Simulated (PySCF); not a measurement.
## Shieldings and the share of exact exchange

Molecule: `N[Si@@H]([SiH3])[SiH2]O`, H9NOSi3.

Geometry:
```tsv
atom	x (Å)	y (Å)	z (Å)
N1	-1.337	-1.857	0.116
Si2	-0.462	-0.535	-0.614
Si3	-1.241	1.645	-0.152
Si4	1.733	-0.590	0.203
O5	2.201	1.019	0.205
H6	-1.323	-1.927	1.129
H7	-2.270	-2.058	-0.229
H8	-0.500	-0.736	-2.098
H9	-2.706	1.759	-0.458
H10	-1.064	1.959	1.301
H11	-0.514	2.671	-0.961
H12	2.670	-1.433	-0.609
H13	1.739	-1.161	1.594
H14	3.067	1.230	0.565
```

GIAO shieldings (ppm, equivalent atoms averaged) in PySCF on the PBE0-D3(BJ)/def2-SVP geometry, basis pcSseg-1, gas phase, non-relativistic:

```csv
functional,exact exchange (%),σ(Si4),σ(Si2),σ(Si3)
BLYP,0,348.7,359.8,434.6
BP86,0,355.9,371.9,445.2
PBE,0,357.0,373.4,447.9
PBE0,25,373.8,390.7,458.7
mPW1PW91,25,372.1,388.9,455.4
BHandHLYP,50,382.8,394.8,458.5
HF,100,419.7,430.7,485.0
```

(1) Fit each shielding as a line in the percentage of exact exchange.

(2) What does the line predict for B3LYP (20 %), and what does the run give?

Results:

(1) σ(Si4) = 354.4 + 0.65 x (rms 3.2 ppm); σ(Si2) = 369.9 + 0.61 x (rms 5.3 ppm); σ(Si3) = 443.4 + 0.41 x (rms 4.8 ppm). The functionals also differ in their semilocal parts, which the line can't hold; Hartree–Fock has no correlation at all.

(2) σ(Si4): 367.4 predicted, 362.2 computed; σ(Si2): 382.1 predicted, 374.4 computed; σ(Si3): 451.6 predicted, 444.1 computed ppm.
